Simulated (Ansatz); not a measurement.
CH6BFO2Si (`FCOBO[SiH3]`), relaxed with RKS PBE-D4/def2-SVP in Ansatz 0.2.0 from a rough embedded geometry. The force threshold is 0.03 eV/Å; the program also tests the step.

Total charge 0; spin multiplicity 1.

Start:

```xyz
12

F    -1.096    2.261    2.167
C    -1.157    1.630    1.003
O     0.112    1.067    0.763
B     0.041    0.346   -0.640
O    -0.340   -1.012   -0.685
Si    1.090   -1.930   -0.581
H    -1.432    2.384    0.220
H    -1.959    0.811    1.028
H     0.259    1.011   -1.569
H     1.976   -1.550   -1.705
H     1.748   -1.659    0.703
H     0.758   -3.358   -0.705
```

(1) By how much does the energy fall, and how many steps does the optimiser take? (Best estimate.)

(2) Which bonds change most? (Best estimate.)

(3) Give the relaxed structure. (Best estimate.)

Answers

(1) The calculation gave: 1.66 eV, in 24 steps, 1 of them rejected.

(2) Ansatz gave: O3–B4 from 1.580 to 1.381 Å; B4–H9 from 1.163 to 1.217 Å; B4–O5 from 1.411 to 1.358 Å; F1–C2 from 1.326 to 1.373 Å.

(3) Ansatz gave: 
```xyz
12

F    -0.569    2.132    1.818
C    -1.358    1.378    0.984
O    -0.594    0.374    0.389
B     0.080    0.601   -0.795
O     0.912   -0.366   -1.260
Si    1.297   -1.853   -0.520
H    -1.801    2.055    0.216
H    -2.152    0.890    1.590
H    -0.079    1.634   -1.420
H     2.275   -2.521   -1.439
H     1.922   -1.623    0.826
H     0.066   -2.703   -0.388
```
